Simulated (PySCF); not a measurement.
Isomers of C9H11N.

All values: PBE0/pcSseg-1 (PySCF) at GFN2-xTB geometries, gas phase, one conformer each.

Question: Rank by LUMO energy, highest first.
A. `[cH:1]1[cH:2][cH:3][c:4]([NH:5][CH:6]2[CH2:7][CH2:8]2)[cH:9][cH:10]1` with C3–C4–N5–C6 168°, C4–N5–C6–C7 -144°
B. `[CH3:1][CH2:2][C:3]1=[CH:4][CH2:5][CH2:6][CH:7]=[C:8]1[C:9]#[N:10]` with C1–C2–C3–C4 -107°, C3–C4–C5–C6 -32°, C4–C5–C6–C7 45°, C5–C6–C7–C8 -32°, C2–C3–C8–C7 -163°
C. `[cH:1]1[cH:2][cH:3][c:4]([CH:5]2[CH2:6][CH2:7][CH2:8]2)[n:9][cH:10]1` with C3–C4–C5–C6 -129°, C4–C5–C6–C7 -132°, C5–C6–C7–C8 14°, C6–C7–C8–C5 -14°, C4–C5–C8–C7 132°
D. `[CH3:1][CH2:2]/[N:3]=[CH:4]/[c:5]1[cH:6][cH:7][cH:8][cH:9][cH:10]1` with C1–C2–N3–C4 -123°, N3–C4–C5–C6 -1°
E. `[CH3:1]/[N:2]=[CH:3]\[C:4]1=[CH:5][CH:6]=[CH:7][C:8]12[CH2:9][CH2:10]2` with N2–C3–C4–C5 -24°
F. `[CH:1]#[C:2][C@H:3]([CH3:4])[c:5]1[cH:6][cH:7][cH:8][n:9]1[CH3:10]` with C2–C3–C5–C6 109°

Answer: F (0.89 eV), A (0.09 eV), C (-0.74 eV), D (-1.25 eV), E (-1.48 eV), B (-1.66 eV).

Question: Rank by the highest Hirshfeld charge on any atom, highest value first.
A. `[CH3:1][CH2:2]/[N:3]=[CH:4]/[c:5]1[cH:6][cH:7][cH:8][cH:9][cH:10]1` with C1–C2–N3–C4 -123°, N3–C4–C5–C6 -1°
B. `[CH:1]#[C:2][C@H:3]([CH3:4])[c:5]1[cH:6][cH:7][cH:8][n:9]1[CH3:10]` with C2–C3–C5–C6 109°
C. `[CH3:1][NH:2][C@:3]12[CH:4]=[CH:5][C@H:6]([CH:7]=[CH:8]1)[CH:9]=[CH:10]2` with C1–N2–C3–C4 -67°
D. `[cH:1]1[cH:2][cH:3][c:4]([NH:5][CH:6]2[CH2:7][CH2:8]2)[cH:9][cH:10]1` with C3–C4–N5–C6 168°, C4–N5–C6–C7 -144°
E. `[cH:1]1[cH:2][cH:3][c:4]([CH:5]2[CH2:6][CH2:7][CH2:8]2)[n:9][cH:10]1` with C3–C4–C5–C6 -129°, C4–C5–C6–C7 -132°, C5–C6–C7–C8 14°, C6–C7–C8–C5 -14°, C4–C5–C8–C7 132°

Answer: D (+0.123 e), C (+0.107 e), B (+0.089 e), E (+0.070 e), A (+0.051 e).

Question: Rank by HOMO energy, lowest first.
A. `[CH3:1][CH2:2]/[N:3]=[CH:4]/[c:5]1[cH:6][cH:7][cH:8][cH:9][cH:10]1` with C1–C2–N3–C4 -123°, N3–C4–C5–C6 -1°
B. `[cH:1]1[cH:2][cH:3][c:4]2[c:5]([cH:6]1)[CH2:7][CH2:8][CH2:9][NH:10]2` with C4–C5–C7–C8 -22°, C5–C7–C8–C9 50°, C7–C8–C9–N10 -62°, C8–C9–N10–C4 45°
C. `[CH3:1][NH:2][C@:3]12[CH:4]=[CH:5][C@H:6]([CH:7]=[CH:8]1)[CH:9]=[CH:10]2` with C1–N2–C3–C4 -67°
D. `[CH3:1]/[CH:2]=[CH:3]\[CH2:4][c:5]1[cH:6][cH:7][n:8][cH:9][cH:10]1` with C2–C3–C4–C5 114°, C3–C4–C5–C6 -82°
E. `[CH3:1][CH2:2][C:3]1=[CH:4][CH2:5][CH2:6][CH:7]=[C:8]1[C:9]#[N:10]` with C1–C2–C3–C4 -107°, C3–C4–C5–C6 -32°, C4–C5–C6–C7 45°, C5–C6–C7–C8 -32°, C2–C3–C8–C7 -163°
F. `[CH3:1]/[N:2]=[CH:3]\[C:4]1=[CH:5][CH:6]=[CH:7][C:8]12[CH2:9][CH2:10]2` with N2–C3–C4–C5 -24°

Answer: D (-7.15 eV), A (-6.96 eV), E (-6.72 eV), F (-6.29 eV), C (-6.01 eV), B (-5.52 eV).

All values together:

| SMILES | μ (D) | HOMO (eV) | LUMO (eV) | lowest IAO charge (e) | highest IAO charge (e) | lowest Hirshfeld charge (e) | highest Hirshfeld charge (e) |
| --- | --- | --- | --- | --- | --- | --- | --- |
| c1ccc(C2CCC2)nc1 | 1.78 | -7.28 | -0.74 | -0.295 (N) | +0.158 (H) | -0.142 (N) | +0.070 (C) |
| c1ccc(NC2CC2)cc1 | 1.90 | -5.66 | 0.09 | -0.335 (N) | +0.258 (H) | -0.119 (N) | +0.123 (H) |
| c1ccc2c(c1)CCCN2 | 1.95 | -5.52 | 0.10 | -0.353 (N) | +0.259 (H) | -0.128 (N) | +0.126 (H) |
| CCC1=CCCC=C1C#N | 4.56 | -6.72 | -1.66 | -0.414 (C) | +0.165 (H) | -0.222 (N) | +0.082 (C) |
| [H]/N=C/C#CCC(=C)CC=C | 1.88 | -7.41 | -1.15 | -0.414 (N) | +0.254 (H) | -0.221 (N) | +0.115 (H) |
| CNC12C=CC(C=C1)C=C2 | 0.93 | -6.01 | -0.06 | -0.410 (N) | +0.239 (H) | -0.166 (N) | +0.107 (H) |
| C#C[C@H](C)c1cccn1C | 1.90 | -5.91 | 0.89 | -0.404 (C) | +0.199 (H) | -0.123 (C) | +0.089 (H) |
| C=Cc1cccc(NC)c1 | 2.09 | -5.68 | -0.79 | -0.339 (N) | +0.260 (H) | -0.125 (N) | +0.125 (H) |
| CC/N=C/c1ccccc1 | 1.05 | -6.96 | -1.25 | -0.418 (C) | +0.170 (H) | -0.129 (N) | +0.051 (H) |
| C/C=C\Cc1ccncc1 | 2.83 | -7.15 | -0.69 | -0.426 (C) | +0.154 (H) | -0.170 (N) | +0.051 (H) |
| C/N=C\C1=CC=CC12CC2 | 2.49 | -6.29 | -1.48 | -0.312 (C) | +0.162 (H) | -0.162 (N) | +0.056 (H) |
| C(=C1CCC1)n1cccc1 | 1.84 | -6.08 | -0.18 | -0.280 (C) | +0.157 (H) | -0.099 (C) | +0.055 (H) |

Conformers: `[cH:1]1[cH:2][cH:3][c:4]([CH:5]2[CH2:6][CH2:7][CH2:8]2)[n:9][cH:10]1` with C3–C4–C5–C6 -129°, C4–C5–C6–C7 -132°, C5–C6–C7–C8 14°, C6–C7–C8–C5 -14°, C4–C5–C8–C7 132°; `[cH:1]1[cH:2][cH:3][c:4]([NH:5][CH:6]2[CH2:7][CH2:8]2)[cH:9][cH:10]1` with C3–C4–N5–C6 168°, C4–N5–C6–C7 -144°; `[cH:1]1[cH:2][cH:3][c:4]2[c:5]([cH:6]1)[CH2:7][CH2:8][CH2:9][NH:10]2` with C4–C5–C7–C8 -22°, C5–C7–C8–C9 50°, C7–C8–C9–N10 -62°, C8–C9–N10–C4 45°; `[CH3:1][CH2:2][C:3]1=[CH:4][CH2:5][CH2:6][CH:7]=[C:8]1[C:9]#[N:10]` with C1–C2–C3–C4 -107°, C3–C4–C5–C6 -32°, C4–C5–C6–C7 45°, C5–C6–C7–C8 -32°, C2–C3–C8–C7 -163°; `[H]/[N:10]=[CH:9]/[C:8]#[C:7][CH2:6][C:4]([CH2:3][CH:2]=[CH2:1])=[CH2:5]` with C1–C2–C3–C4 114°, C2–C3–C4–C5 108°, C3–C4–C6–C7 -70°; `[CH3:1][NH:2][C@:3]12[CH:4]=[CH:5][C@H:6]([CH:7]=[CH:8]1)[CH:9]=[CH:10]2` with C1–N2–C3–C4 -67°; `[CH:1]#[C:2][C@H:3]([CH3:4])[c:5]1[cH:6][cH:7][cH:8][n:9]1[CH3:10]` with C2–C3–C5–C6 109°; `[CH2:1]=[CH:2][c:3]1[cH:4][cH:5][cH:6][c:7]([NH:8][CH3:9])[cH:10]1` with C1–C2–C3–C4 15°, C6–C7–N8–C9 -164°; `[CH3:1][CH2:2]/[N:3]=[CH:4]/[c:5]1[cH:6][cH:7][cH:8][cH:9][cH:10]1` with C1–C2–N3–C4 -123°, N3–C4–C5–C6 -1°; `[CH3:1]/[CH:2]=[CH:3]\[CH2:4][c:5]1[cH:6][cH:7][n:8][cH:9][cH:10]1` with C2–C3–C4–C5 114°, C3–C4–C5–C6 -82°; `[CH3:1]/[N:2]=[CH:3]\[C:4]1=[CH:5][CH:6]=[CH:7][C:8]12[CH2:9][CH2:10]2` with N2–C3–C4–C5 -24°; `[CH:1](=[C:2]1[CH2:3][CH2:4][CH2:5]1)[n:6]1[cH:7][cH:8][cH:9][cH:10]1` with C2–C1–N6–C7 0°.
